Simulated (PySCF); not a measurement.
Compound: C5H8FO (doublet state).
Geometry (GFN2-xTB, Å), atoms numbered from 1 in this order:
```
atom  x, y, z in Å
C1    -0.9942   -0.3728    2.2366
C2    -1.1136   -0.9230    0.9932
C3    -0.2787   -0.7343   -0.0986
O4    -0.6028   -1.3890   -1.2500
C5     0.9455    0.1289   -0.1161
C6     0.7762    1.3567   -1.0159
F7     0.7232    0.9669   -2.3380
H8    -0.1972    0.2970    2.5050
H9    -1.7100   -0.6016    3.0032
H10   -1.9466   -1.5879    0.8060
H11   -0.0488   -1.0796   -1.9782
H12    1.8018   -0.4465   -0.4869
H13    1.1714    0.4715    0.8908
H14    1.6277    2.0380   -0.9295
H15   -0.1584    1.8837   -0.8049
```

The hyperfine couplings belong to this conformer and change with its torsions.

As a line formula: `C=C[C](O)CCF` [radical].

Theory: UKS B3LYP, pcH-1 on C F H O, non-relativistic, mean-field spin-orbit, GIAO (PySCF 2.14.0). Geometry: GFN2-xTB, one conformer, isolated molecule. The geometry wasn't refined by DFT: couplings that depend on bond lengths, twists or pyramidal angles can differ widely from those at the functional's own minimum. The SCF solution wasn't tested for stability.

Q: Match the computed a_iso(13C) values +55.4, +49.4, -44.9, +37.3, -19.1 MHz with the sites C1; C2; C3; C5; C6.

A: 
```csv
site,a_iso (MHz),ρ(0) (bohr⁻³),position,distance from C1 (Å),spin population,largest |T| (MHz)
C1,+49.4,+0.0440,largest spin population,0.00,+0.62,92.7
C2,-44.9,-0.0400,1 bond from C1,1.36,-0.23,23.6
C3,+55.4,+0.0493,a main spin site,2.47,+0.56,101.3
C5,-19.1,-0.0170,1 bond from C3,3.09,-0.04,1.3
C6,+37.3,+0.0332,2 bonds from C3,4.09,+0.02,5.1
```

Q: The isotropic 1H couplings, averaged over equivalent nuclei, are -38.8, -36.4, +20.3, +9.8, -7.2, +1.6 MHz. Assign them to H8; H9; H10; H11; H12/H13; H14/H15.

A: 
```tsv
site	a_iso (MHz)	ρ(0) (bohr⁻³)	position	distance from C1 (Å)	bound to	spin population there	largest |T| (MHz)
H8	-36.4	-0.0081	1 bond from C1	1.08	C1	+0.62	21.1
H9	-38.8	-0.0087	1 bond from C1	1.07	C1	+0.62	23.2
H10	+9.8	+0.0022	2 bonds from C3, on C2 of spin population -0.23	2.10	C2	-0.23	6.5
H11	-7.2	-0.0016	2 bonds from C3	4.38	O4	+0.10	16.3
H12/H13	+20.3	+0.0045	2 bonds from C3	3.29	C5	-0.04	5.7
H14/H15	+1.6	+0.0004	3 bonds from C3	4.32	C6	+0.02	3.8
```

ρ(0) is the spin density at the nucleus and T the dipolar tensor; entries for several nuclei are means. The largest Mulliken spin populations are on C1 (+0.62), C3 (+0.56), C2 (-0.23) and O4 (+0.10). The positive populations add up to 1.33 and the negative ones to -0.33, together 2S = 1. The angles at C1 add up to 360.0°, so it is planar. Main spin sites, with 60 % or more of the largest population: C1, C3; positions count bonds from the nearest.

β density exceeds α density at some nuclei, such as C2 (-0.0400), C5 (-0.0170) and H9 (-0.0087), spin density in bohr⁻³. In a single determinant that takes different orbitals for the two spins, that is spin polarisation.

Nuclei that the bonding pattern makes equivalent are averaged, as if the motion that swaps them (rotation, inversion, ring flip) were fast. The 1H value of +20.3 MHz is a mean of couplings from 3.5 to 37.1 MHz in this one geometry, not an average over conformers. The 1H value of +1.6 MHz is a mean of couplings from -1.9 to 5.1 MHz in this one geometry, not an average over conformers.

C3, the radical centre as drawn in `C=C[C](O)CCF`, holds a spin population of +0.56 out of 1.
